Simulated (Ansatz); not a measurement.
`C=C(S)I` + H₂S → `C=C(S)S` + HI at 600 K and 1 bar (substitution at a C–I bond).

Gas-phase electronic energies from Ansatz, PBE0-D4/def2-TZVP geometries. CBS: MP2 limit from def2 TZ/QZ plus the TZ coupled-cluster correction, frozen cores. This one scheme is used for every species. def2 core potentials past Kr. For I outer-core shells are correlated without core-valence functions, which leaves a few kJ/mol of doubt a bond. Each species was taken in one conformer, which may not be the lowest.

```
  species  CCSD(T)/CBS energy (Eh)  H − E (kJ/mol)  S (J/(mol·K))
`C=C(S)I`               -773.09187           153.7          387.9
      H₂S               -398.97279            60.8          230.9
`C=C(S)S`               -874.02984           183.0          383.0
       HI               -298.03592            31.6          227.0
```

H − E and S are ideal-gas, rigid-rotor, harmonic terms from PBE0-D4/def2-TZVP, for one conformer and one mirror image of each species. 1 Eh = 2625.50 kJ/mol, R = 8.31446 J/(mol·K).

Question: By hand: ΔE, ΔH, ΔS and ΔG.

Answer: ΔE = (-874.02984) + (-298.03592) − (-773.09187) − (-398.97279) = -0.00110 Eh = -2.9 kJ/mol. Δ(H − E) = 183.0 + 31.6 − 153.7 − 60.8 = 0.1, so ΔH = -2.8 kJ/mol. ΔS = 383.0 + 227.0 − 387.9 − 230.9 = -8.8 J/(mol·K). ΔG = -2.8 − 600 × (-8.8)/1000 = 2.5 kJ/mol.

Question: By hand: the equilibrium constant, and the temperature at which ΔG would vanish if ΔH and ΔS stayed fixed.

Answer: log₁₀ K = −ΔG/(RT ln 10) = -0.2. ΔG = 0 at ΔH/ΔS = 318 K, though so small a ΔH makes that figure unsure.

TΔS isn't small against ΔH here. The sign of ΔG lies within the doubt. A doubt of 5 kJ/mol in ΔE shifts log₁₀ K by 0.4 here. Other conformers and mirror images would add mixing entropy, several J/(mol·K) or more a flexible species. These are equilibria of isolated gas molecules and say nothing of rates. Largest T1 diagnostic: 0.012 (customary marks: 0.02 for closed shells, 0.045 for open ones).
